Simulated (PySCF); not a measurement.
(E)-1,2-dichloro-1,2-difluoroethene (C₂Cl₂F₂), SMILES Cl/C(=C(\F)Cl)F.

Coordinates come from a B3LYP-D3(BJ)/def2-SVP optimisation.

Two levels are set side by side: PBE/def2-TZVP (PySCF) and HF/def2-TZVP (PySCF). Same geometry, gas phase. Differences are taken from unrounded values.

```
quantity                         HF
---------------------------  ------
orbital gap (eV)              13.95
highest occupied level (eV)  -10.26
lowest empty level (eV)        3.69
mean polarisability (bohr³)    47.7
```

### Question
What does PBE give, and how far is it from HF? (An estimate is asked for; the answer gives what the named calculation found.)

### Answer

```json
[
 {"quantity": "orbital gap (eV)", "PBE": "4.71", "PBE minus HF": "-9.24"},
 {"quantity": "highest occupied level (eV)", "PBE": "-6.10", "PBE minus HF": "4.16"},
 {"quantity": "lowest empty level (eV)", "PBE": "-1.39", "PBE minus HF": "-5.09"},
 {"quantity": "mean polarisability (bohr³)", "PBE": "51.6", "PBE minus HF": "3.9"}
]
```

Without exact exchange PBE keeps part of each electron's self-repulsion, which lifts occupied levels and narrows the gap. PBE's more diffuse valence density responds more strongly to a field. Differences between two approximate levels are no errors against the true value.

Rough cost on one machine, each run with all the roots and properties that it gave: HF against PBE about 1/2.
